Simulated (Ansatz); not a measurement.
Computed with Ansatz on PBE0-D4/def2-TZVP structures; ΔE is electronic, products minus reactants. CCSD(T)/CBS is the MP2 limit (def2-TZVPP, def2-QZVPP) plus CCSD(T) − MP2 in def2-TZVPP, frozen cores. This one scheme is used for every species. DFT in def2-TZVPP. For Br outer-core shells are correlated without core-valence functions, which leaves a few kJ/mol of doubt a bond. Scalar relativity is left out up to krypton. Each species was taken in one conformer, which may not be the lowest.

Reaction (cleavage of the Si–Si bond): `O[Si](O)([SiH3])Br` + HBr → `O[Si](O)(Br)Br` + SiH₄

CCSD(T)/CBS gives -96.7 kJ/mol.

**Question.** Another level gave -99.6 kJ/mol. Which?
A. PBE0-D4/def2-TZVPP
B. HF/def2-TZVPP
C. r2SCAN-D4/def2-TZVPP
D. ωB97M-V/def2-TZVPP

**Answer.** D. ωB97M-V -99.6, PBE0-D4 -87.5, r2SCAN-D4 -94.0, HF/def2-TZVPP -107.4 kJ/mol.

Largest T1 diagnostic among the species: 0.011.

From BLYP to BHLYP (50 % exact exchange), in def2-TZVPP and without D4, ΔE moves by −13.3 kJ/mol. At CCSD(T), def2-SVP lies +5.5 kJ/mol from the extrapolated value and def2-TZVPP +3.1 kJ/mol.
